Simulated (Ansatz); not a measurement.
C2H9NOSi can be A, `CC(O)N[SiH3]`, or B, `C[Si](C)(N)O`.

Gas-phase electronic energies from Ansatz, PBE0-D4/def2-TZVP geometries. CBS: MP2 limit from def2 TZ/QZ plus the TZ coupled-cluster correction, frozen cores. DFT in def2-TZVPP. B3LYP here is the variant with VWN-RPA as its local correlation; programs differ in this. One conformer a species, not always the lowest.

(1) Which is lower in electronic energy at CCSD(T)/CBS, and by how much? (An estimate is asked.)

(2) Give E(B) − E(A) in kcal/mol with MP2/def2-TZVPP, B2PLYP, HF/def2-TZVPP, ωB97M-V, CCSD(T)/def2-TZVPP, CCSD/def2-TZVPP, B3LYP-D4. (Best estimate.)

Largest T1 diagnostic: 0.011.

Answers

(1) Ansatz gave: B, by 68.6 kcal/mol.

(2) Computed: MP2/def2-TZVPP -69.8, B2PLYP -67.7, HF/def2-TZVPP -65.2, ωB97M-V -68.4, CCSD(T)/def2-TZVPP -66.9, CCSD/def2-TZVPP -67.1, B3LYP-D4 -66.8. None reverses the order clearly.

From PBE to PBE0 (25 % exact exchange), in def2-TZVPP and without D4, E(B) − E(A) moves by −1.4 kcal/mol. In def2-TZVPP, CCSD(T) changes the Hartree–Fock value by −1.7 kcal/mol (the triples alone add +0.2 kcal/mol) and MP2 by −4.6 kcal/mol.
